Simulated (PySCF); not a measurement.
Species: tribromo(methyl)silane, CH3Br3Si, net charge 0, singlet state. SMILES: C[Si](Br)(Br)Br
Coordinates optimised at B3LYP-D3(BJ)/def2-TZVP (Ansatz):
```
Si
C 1 1.8507
H 2 1.0906 1 109.79
H 2 1.0906 3 109.15 1 -120.39
H 2 1.0906 3 109.15 4 -119.22
Br 1 2.2232 2 110.17 3 -60.00
Br 1 2.2232 2 110.17 3 60.00
Br 1 2.2232 2 110.17 3 180.00
```

Dispersion corrections to the total energy (kcal/mol) from the dftd3 and dftd4 libraries through PySCF: D3(BJ) without and D4 with the three-body term, each with the damping fitted for the functional named.

| functional | D3(BJ) | D4 |
|---|---|---|
| CAM-B3LYP | -7.15 | -6.85 |
| revPBE | -16.04 | ___ |
| PBE0 | -6.73 | -6.50 |
| B2GP-PLYP | -8.31 | -3.31 |
| BLYP | -16.53 | ___ |
| B2PLYP | -7.37 | ___ |
| HSE06 | -6.08 | -6.20 |

What belongs in the gaps?


- revPBE, D4: -17.71
- BLYP, D4: -15.85
- B2PLYP, D4: -5.26
